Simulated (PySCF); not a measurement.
Computed IR spectrum (relative IR intensity) of a molecule C2H6BClO. Geometry optimised at PBE0-D3(BJ)/def2-SVP. The values are those of a single conformer. These are PBE0-D3(BJ)/def2-SVP run with PySCF values and carry that method's errors. Frequencies are harmonic and unscaled.

Lines under 2 % of the strongest are left out, and lines within 2 cm⁻¹ are merged.

ν (cm⁻¹): 361 (w), 808 (w), 848 (m), 869 (w), 1068 (m), 1122 (w), 1187 (m), 1304 (m), 1370 (m), 1406 (vs), 1450 (vs), 1455 (vw), 1473 (vw), 1500 (m), 2637 (s), 3059 (w), 3064 (vw), 3122 (w), 3165 (w), 3170 (w) (against the strongest line: vs over 80 %, s over 45 %, m over 15 %, w over 4 %, vw less)

**Question.** Identify the compound among the candidates.
(A) CCB(O)Cl
(B) COB(C)Cl
(C) CCOBCl

**Answer.** C, CCOBCl
